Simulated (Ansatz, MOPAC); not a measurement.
Species: BNH, charge 0, multiplicity 2. SMILES: B=[N]

Atoms: B1, N2, H3. Bonds: B1-N2, B1-H3.

Bond lengths (Å) and angles (degrees) optimised at AM1 with MOPAC; MNDO with MOPAC; PBE/6-31G* with Ansatz (an electronic-structure program); B3LYP/6-31G* with Ansatz, each started from the B3LYP-D3(BJ)/def2-TZVP structure (Ansatz) of the last column. A row stands for all coordinates that are equal there. 6-31G* holds six Cartesian d functions. No wavenumbers were computed at MNDO, PBE/6-31G*, so these may be saddle points.

```tsv
coordinate	AM1	MNDO	PBE/6-31G*	B3LYP/6-31G*	B3LYP-D3(BJ)/def2-TZVP
B1-N2	1.260	1.288	1.325	1.311	1.306
B1-H3	1.176	1.142	1.185	1.174	1.169
N2-B1-H3	180.0	180.0	180.0	180.0	180.0
```

Mean signed difference of all 2 bond lengths from B3LYP-D3(BJ)/def2-TZVP: AM1 -0.019 Å, MNDO -0.022 Å, PBE/6-31G* 0.018 Å, B3LYP/6-31G* 0.005 Å.
